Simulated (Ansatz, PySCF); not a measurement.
Species: C2H8BO, charge 1, multiplicity 1. It need not be the lowest isomer of its formula. 
Coordinates optimised at B3LYP-D3(BJ)/def2-TZVP (Ansatz, an electronic-structure program):
SMILES: CB(C)[OH2+]
```xyz
12

B      0.0287    -0.1107    -0.0103
C      1.5344    -0.3430    -0.1801
C     -1.1689    -1.0656     0.0496
O     -0.3455     1.3317     0.1234
H      1.7339    -0.4969    -1.2499
H      1.8416    -1.2690     0.3101
H      2.1872     0.4643     0.1583
H     -2.1446    -0.6288    -0.1735
H     -1.0130    -1.9248    -0.6060
H     -1.2214    -1.4783     1.0669
H     -1.2674     1.6349     0.2015
H      0.3113     2.0502     0.1399
```
Charge +1, spin multiplicity 1.

Total electronic energies in hartree. Correlated levels leave the core frozen unless marked. No spin-orbit coupling. Non-relativistic unless marked X2C. CBS marks a two-point X^-3 extrapolation of the correlation energy; Hartree-Fock from the larger set. The bracket is a focal-point correction in the basis named.

```tsv
level	program	energy (Eh)
HF/STO-3G	Ansatz	-177.55932
HF/cc-pVTZ	Ansatz	-179.80582
SVWN5/def2-TZVPD	Ansatz	-179.34143
revPBE-D4/def2-TZVPD	Ansatz + dftd4	___
r2SCAN/def2-TZVPD	Ansatz	-180.83474
r2SCAN-D4/def2-TZVPD	Ansatz + dftd4	-180.83609
B3LYP-D4/def2-TZVPD	Ansatz + dftd4	-180.96295
PBE0/6-31G*	Ansatz	-180.64242
PBE0/def2-TZVP	Ansatz	-180.72337
PBE0/def2-QZVPP	Ansatz	___
BHLYP/def2-TZVPD	Ansatz	-180.84224
TPSSh-D3(BJ)/def2-TZVPD	PySCF + dftd3	-180.96227
HSE06-D4/def2-TZVPD	Ansatz + dftd4	___
LC-wPBE-D3(BJ)/def2-TZVPD	Ansatz + dftd3	-180.83809
RPA@PBE/cc-pVQZ	Ansatz	-181.02450
MP2/6-31G*	Ansatz	-180.23660
RI-MP2/CBS(cc-pVTZ,cc-pVQZ)	Ansatz	-180.5918
SCS-MP2/cc-pwCVTZ	Ansatz	-180.51464
CCSD/6-31G*	Ansatz	-180.28181
CCSD/cc-pwCVTZ	Ansatz	-180.54921
CCSD(T)/cc-pVDZ	Ansatz	-180.37042
X2C-CCSD(T)/cc-pVTZ-DK	Ansatz	-180.65248
RI-MP2/CBS(cc-pVTZ,cc-pVQZ)+[CCSD(T)-MP2]/cc-pVTZ	Ansatz	-180.6577
```

Q: Fill in the missing entries.

A: 
- revPBE-D4/def2-TZVPD, energy (Eh): -180.90092
- PBE0/def2-QZVPP, energy (Eh): -180.73833
- HSE06-D4/def2-TZVPD, energy (Eh): -180.71757
